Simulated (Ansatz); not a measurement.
The same ligand exchange along the group O, S, Se.

Gas-phase electronic energies from Ansatz, PBE0-D4/def2-TZVP geometries. CBS: MP2 limit from def2 TZ/QZ plus the TZ coupled-cluster correction, frozen cores. This one scheme is used for every species. DFT in def2-TZVPP. For Se outer-core shells are correlated without core-valence functions, which leaves a few kJ/mol of doubt a bond. Scalar relativity is left out up to krypton. One conformer a species, not always the lowest.

```csv
reaction,HF/CBS(def2) (eV),ωB97M-V (eV),RPA@PBE/def2-TZVPP (eV),CCSD(T)/CBS(def2) (eV)
`O[Si](F)(F)F` + CH₃NH₂ → `CN[Si](F)(F)F` + H₂O,0.51,0.38,0.39,0.36
`F[Si](F)(F)S` + CH₃NH₂ → `CN[Si](F)(F)F` + H₂S,-0.35,-0.23,-0.27,-0.23
`F[Si](F)(F)[SeH]` + CH₃NH₂ → `CN[Si](F)(F)F` + H₂Se,-0.38,-0.25,-0.28,-0.23
```

Largest T1 diagnostic: 0.012, for `F[Si](F)(F)S`.
